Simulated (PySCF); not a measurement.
**Ionisation energy of Br(29+) by level of theory**

Br(29+) [He] 2s2 2p2 (3P) → Br(30+) [He] 2s2 2p1 (2P), as a difference of total energies. Calculation: PySCF 2.14, in an even-tempered Gaussian basis (15 s from 8.7 bohr⁻², ratio 2.5; 9 p from 11 bohr⁻², ratio 2.5; 5 d from 46 bohr⁻², ratio 2.7; 4 f from 69 bohr⁻², ratio 2.7); no relativity, point nucleus. Correlated levels: nothing frozen; virtual orbitals above 40 to 60 times the deepest correlated orbital energy dropped. The calculations carry no spin-orbit coupling.

| method | ionisation energy (eV) |
| --- | --- |
| UHF | 3320.6 |
| MP2 (all electrons) | 3319.9 |
| SCS-MP2 (all electrons) | 3319.4 |
| CCSD (all electrons) | 3318.2 |
| CCSD(T) (all electrons) | 3318.2 |

How much does correlation contribute at CCSD(T) (all electrons)?

3318.2 − (3320.6) = -2.4 eV, measured against UHF.

Spin-orbit coupling is strong in these open shells (close to jj coupling). The scalar numbers leave it out and a first-order estimate fails, so it can dominate the gap to the real levels.

The gap to the reference is mostly relativistic.

For comparison: 3361 ± 3 eV (semi-empirical (NIST evaluation); NIST Atomic Spectra Database, ionization energies).
